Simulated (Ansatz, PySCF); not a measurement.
Reaction (SMILES): C1CN2CCN1CC2 + 9 [H][H] (H2) -> 6 C (CH4) + 2 N (NH3)
Each molecule is optimised on its own at B3LYP-D3(BJ)/def2-TZVP (Ansatz, a program for electronic structure), one conformer each, not searched for the lowest. Frequencies are from Ansatz or PySCF.
Geometry of the first species:
SMILES: C1CN2CCN1CC2
```xyz
20

C      0.6315     0.5526     1.3442
C      0.2206     1.5535     0.2212
N     -0.3373     0.8217    -0.9219
C     -1.5102     0.0611    -0.4757
C     -1.0994    -0.9398     0.6473
N      0.3373    -0.8217     0.9219
C      1.0842    -1.1141    -0.3069
C      0.6733    -0.1132    -1.4299
H      0.0879     0.7483     2.2708
H      1.6984     0.6197     1.5671
H      1.0776     2.1322    -0.1299
H     -0.5329     2.2608     0.5739
H     -2.2620     0.7699    -0.1223
H     -1.9281    -0.4593    -1.3401
H     -1.6412    -0.7425     1.5746
H     -1.3073    -1.9718     0.3569
H      2.1506    -1.0452    -0.0823
H      0.8740    -2.1459    -0.5963
H      0.2532    -0.6334    -2.2932
H      1.5298     0.4672    -1.7793
```
Charge 0, spin multiplicity 1.

Wanted: energy of full hydrogenation (0 K, with B3LYP-D3(BJ) harmonic zero-point energies), in kcal/mol. Valence correlation only, unless marked. Spin-orbit coupling is left out. No relativistic terms. Basis-set limits of correlation are two-point, X^-3; Hartree-Fock from the larger set. [CCSD(T)-MP2]/basis is that difference in the basis named.

Level to compare with: RI-MP2/CBS(aug-cc-pVTZ,aug-cc-pVQZ)+[CCSD(T)-MP2]/aug-cc-pVTZ (Ansatz), -148.5 kcal/mol. It is a level with limits of its own, and the differences hold the functionals' basis error too.

Q: Rank these functionals by how close they come to RI-MP2/CBS(aug-cc-pVTZ,aug-cc-pVQZ)+[CCSD(T)-MP2]/aug-cc-pVTZ, closest first: BHLYP/def2-TZVPD (Ansatz); CAM-B3LYP/def2-TZVPD (Ansatz); HSE06/def2-TZVPD (Ansatz); wB97M-V/def2-TZVPD (Ansatz).

A: wB97M-V/def2-TZVPD (range-separated hybrid meta-GGA with VV10, -148.5 kcal/mol, difference 0.0), HSE06/def2-TZVPD (screened hybrid, -158.0 kcal/mol, difference -9.5), CAM-B3LYP/def2-TZVPD (range-separated hybrid, -163.4 kcal/mol, difference -14.9), BHLYP/def2-TZVPD (global hybrid, -172.0 kcal/mol, difference -23.5)
